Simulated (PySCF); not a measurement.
Species: C7H9NO.
InChI=1S/C7H9NO/c1-9-6-7-3-2-4-8-5-7/h2-5H,6H2,1H3

A linear-response calculation (PySCF, def2-SVPD basis, gas phase, vertical, core orbitals frozen in the response) gave these numbers; the functional is withheld.

Orbital energies (eV): HOMO-3 -8.21, HOMO-2 -8.02, HOMO-1 -7.33, HOMO -7.27, LUMO -0.72, LUMO+1 -0.47, LUMO+2 0.61.

```
state  E (eV)       f  main configurations (H = HOMO, L = LUMO)
   S1    4.89  0.0039                    H-1→L (82%), H→L (17%)
   S2    5.16  0.0001                H-1→L+1 (83%), H→L+1 (16%)
   S3    5.46   0.048     H→L (64%), H-3→L+1 (19%), H-1→L (14%)
   S4    6.08   0.077    H→L+1 (68%), H-1→L+1 (14%), H-3→L (9%)
   S5    6.28  0.0075                               H-2→L (83%)
   S6    6.60  0.0070                H-2→L+1 (75%), H-3→L (17%)
```

Triplets, Tamm–Dancoff:

```json
{"state": "T1", "E (eV)": "4.14", "λ (nm)": "299.7", "main configurations (H = HOMO, L = LUMO)": "H→L+1 (58%), H-3→L (19%), H-1→L+1 (10%)"}
{"state": "T2", "E (eV)": "4.18", "λ (nm)": "296.9", "main configurations (H = HOMO, L = LUMO)": "H-1→L (77%), H→L (17%)"}
{"state": "T3", "E (eV)": "4.48", "λ (nm)": "276.8", "main configurations (H = HOMO, L = LUMO)": "H→L (73%), H-1→L (17%)"}
{"state": "T4", "E (eV)": "4.93", "λ (nm)": "251.5", "main configurations (H = HOMO, L = LUMO)": "H-3→L (70%), H→L+1 (21%)"}
```

Vertical ionisation energy by ΔSCF with the same functional: 9.02 eV. Mean static polarisability: 93.1 au.

Question: Name the functional.
A. PBE0
B. HF
C. PBE
D. wB97X-D

Answer: A. PBE0 is a global hybrid with 25% exact exchange. In this run −ε(HOMO) = 7.27 eV differs from the ΔSCF value by -1.76 eV, and S1 differs from the orbital gap of 6.54 eV by -1.65 eV. The ratio −ε(HOMO)/IP is 0.81. Usual ranges for neutral molecules in this basis: 0.7 to 0.83 with PBE0, 0.5 to 0.7 with PBE, 0.89 to 0.99 with wB97X-D; with Hartree–Fock the ratio is 1 or more (Koopmans' value less the relaxation energy is the ΔSCF value). The other options: PBE, a GGA without exact exchange; HF, time-dependent Hartree–Fock, 100% exact exchange; wB97X-D, range-separated, 22% exact exchange at short range and 100% at long range (ω = 0.2 bohr⁻¹).

Theory: TDDFT PBE0/def2-SVPD, vertical, gas phase, core orbitals frozen in the response (PySCF). One conformer (not necessarily the lowest) at the PBE0-D3(BJ)/def2-SVP geometry, without solvent, vibrations or thermal averaging.

Hardware: an Arm Neoverse N1 with one thread (shared host). Cost: 11 min of wall time.

Shape of the structure used: `[CH3:1][O:2][CH2:3][c:4]1[cH:5][cH:6][cH:7][n:8][cH:9]1`: C1–O2–C3–C4 -178°, O2–C3–C4–C5 16°.
